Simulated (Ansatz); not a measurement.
Ansatz (an electronic-structure program) input (B3LYP/LANL2DZ): The .json file is the Basis Set Exchange's LANL2DZ.

Ansatz 0.2 input:
```yaml
crystal:
  periodic: [false, false, false]
  atoms:
    - {symbol: C, position_ang: [-1.09455200, -0.09114900, -0.01737500]}
    - {symbol: Si, position_ang: [0.61143900, -0.03857200, 0.00849100]}
    - {symbol: H, position_ang: [-1.66910800, 0.83060500, -0.01332900]}
    - {symbol: H, position_ang: [-1.66876900, -1.00704300, -0.03827900]}
    - {symbol: H, position_ang: [1.34503800, 1.26334300, 0.03698700]}
basis:
  gaussian:
    orbitals: LANL2DZ.json
hamiltonian:
  xc: {name: B3LYP}
magnetization: {spin_polarized: true, initial_magnetization: 1}
relax: {f_tol: 0.003, max_steps: 120}
```

From the output:

```
these checks for a lower state are left out or cut short: starts, cluster_reference, orbital_swaps, neighbouring_geometries, increment
integrals: 0.01 GiB planned
329 factors; integrals over basis functions are off by at most 3.7e-4 eV
mean field: 0.07 GiB planned
mean field -1188.59510225 eV, -43.6800643489 hartree, gradient 6.8e-5 eV, S^2 0.773140; 0 other end points of the search recorded, 0 dependent functions left out
the calculation of the forces begins
reference -1188.59528100 eV, -43.6800709179 hartree; 7, 6 occupied and 16, 17 virtual orbitals, 329 factors
relax step   5: F+E_penalty+E_count = -1188.59510225 eV  Δ(F+E_penalty+E_count) = -2.759e-5 eV  max|allowed force component| = 4.752e-3 eV/Å  Δτ_max = 0.0036 Å  (21 SCF iters, accepted)
these checks for a lower state are left out or cut short: starts, cluster_reference, orbital_swaps, neighbouring_geometries, increment
integrals: 0.01 GiB planned
329 factors; integrals over basis functions are off by at most 3.7e-4 eV
mean field: 0.07 GiB planned
mean field -1188.59510570 eV, -43.6800644758 hartree, gradient 2.6e-5 eV, S^2 0.773155; 0 other end points of the search recorded, 0 dependent functions left out
the calculation of the forces begins
reference -1188.59528446 eV, -43.6800710451 hartree; 7, 6 occupied and 16, 17 virtual orbitals, 329 factors
relax step   6: F+E_penalty+E_count = -1188.59510570 eV  Δ(F+E_penalty+E_count) = -3.453e-6 eV  max|allowed force component| = 2.999e-4 eV/Å  Δτ_max = 0.0008 Å  (20 SCF iters, accepted)
integrals: 0.01 GiB planned
329 factors; integrals over basis functions are off by at most 3.7e-4 eV
mean field: 0.07 GiB planned
mean field evaluation 64: about -1188.5951 eV, gradient 5.7e-3 eV
mean field -1188.59510570 eV, -43.6800644758 hartree, gradient 2.6e-5 eV, S^2 0.773155; 3 other end points of the search recorded, 0 dependent functions left out
the calculation of the forces begins
reference -1188.59528446 eV, -43.6800710451 hartree; 7, 6 occupied and 16, 17 virtual orbitals, 329 factors
Total energy: -1188.59528446 eV, -43.6800710451 hartree
Atom 0 at    -1.100982    -0.084518    -0.017378 Å, force    -0.000190    -0.000144    -0.000032 eV/Å
Atom 1 at     0.623176    -0.035287     0.008725 Å, force     0.000216     0.000300    -0.000012 eV/Å
Atom 2 at    -1.700116     0.827722    -0.013819 Å, force     0.000083    -0.000043     0.000001 eV/Å
Atom 3 at    -1.667842    -1.012007    -0.038344 Å, force     0.000022     0.000123     0.000029 eV/Å
Atom 4 at     1.369812     1.261274     0.037311 Å, force    -0.000131    -0.000236     0.000014 eV/Å
Dipole moment:     0.090524     0.018100     0.001579 e Å
```

The geometry given is a B3LYP-D3(BJ)/def2-TZVP minimum.
